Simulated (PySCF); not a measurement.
C₃H₉FOSi, SMILES C[Si](F)(CC)O. Atoms are numbered in the order given.

```xyz
15

C      1.7467    -1.4968    -0.7564
C      0.9869    -0.2149    -1.1289
Si    -0.3081     0.2918     0.1249
C     -1.6529    -0.9596     0.3977
O     -1.0464     1.7245    -0.2805
F      0.4966     0.5037     1.5379
H      1.0663    -2.3604    -0.6756
H      2.2543    -1.3881     0.2151
H      2.5116    -1.7525    -1.5069
H      0.4904    -0.3279    -2.1095
H      1.6960     0.6250    -1.2476
H     -2.1951    -1.1621    -0.5397
H     -2.3789    -0.5902     1.1387
H     -1.2381    -1.9103     0.7678
H     -0.4761     2.4804    -0.4625
```

Coordinates come from a B3LYP-D3(BJ)/def2-SVP optimisation. Other conformers were not sampled.

Two levels are set side by side: PBE/pcSseg-1 (PySCF) and PBE0/pcSseg-1 (PySCF). GIAO shifts against CFCl3 (¹⁹F), H2O (¹⁷O), TMS (²⁹Si), TMS (¹H), TMS (¹³C) at the same level; non-relativistic, no solvent, atoms listed together averaged. Differences are taken from unrounded values.

| quantity | PBE0 |
|---|---|
| δ(¹³C) of C1 (ppm) | 10.4 |
| δ(¹³C) of C2 (ppm) | 12.8 |
| δ(²⁹Si) of Si3 (ppm) | 15.1 |
| δ(¹³C) of C4 (ppm) | -3.4 |
| δ(¹⁷O) of O5 (ppm) | 65.2 |
| δ(¹⁹F) of F6 (ppm) | -160.4 |
| δ(¹H) of H10, H11 (ppm) | 0.71 |
| δ(¹H) of H15 (ppm) | 2.11 |

Problem. What does PBE give, and how far is it from PBE0? (The exact figures need the calculation; the answer reports its results.)

Solution. 
| quantity | PBE | PBE minus PBE0 |
|---|---|---|
| δ(¹³C) of C1 (ppm) | 11.1 | 0.7 |
| δ(¹³C) of C2 (ppm) | 14.8 | 2.0 |
| δ(²⁹Si) of Si3 (ppm) | 16.0 | 0.8 |
| δ(¹³C) of C4 (ppm) | -4.0 | -0.6 |
| δ(¹⁷O) of O5 (ppm) | 74.5 | 9.4 |
| δ(¹⁹F) of F6 (ppm) | -177.4 | -17.0 |
| δ(¹H) of H10, H11 (ppm) | 0.76 | 0.06 |
| δ(¹H) of H15 (ppm) | 2.00 | -0.11 |

Rough cost on one machine, each run with all the roots and properties that it gave: PBE0 against PBE within a factor of 2.
